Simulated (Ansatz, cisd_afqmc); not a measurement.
System: W, charge 0, quintet.

Total energies in def2-SVP, 6 correlated electrons, 4 frozen orbitals. UHF or UKS for unpaired electrons; spin-orbit terms are left out. Cores are frozen in correlated methods (noble-gas shells, and filled d and f shells in the p block). Past Kr the def2 sets carry scalar-relativistic core potentials. The Monte Carlo rows (phaseless AFQMC, CISD trial, step 0.005/hartree) carry one-sigma bars that omit the constraint's bias. Outlying blocks are dropped, and bars are widened where a walk drifts. Over all cases where full CI ran beside it in this data, AFQMC minus full CI had a median of +0.1 mEh and passed +0.4 mEh in a tenth of the cases. The UHF reference of W ([W], quintet) is spin-contaminated (<S^2> up to 0.26 over the pure value in the sets run).

```
method         program        energy (Eh)  minus CCSDTQ (mEh)
----------  ----------  -----------------  ------------------
HF              Ansatz          -66.31526               79.81
MP2             Ansatz          -66.37981               15.25
CCSD            Ansatz          -66.39318                1.89
CCSD(T)         Ansatz          -66.39654               -1.47
CCSDT(Q)        Ansatz          -66.39505                0.02
CCSDTQ          Ansatz          -66.39507                0.00
AFQMC/CISD  cisd_afqmc  -66.3961 ± 0.0001          -1.1 ± 0.1
```

Ansatz is an electronic-structure program.
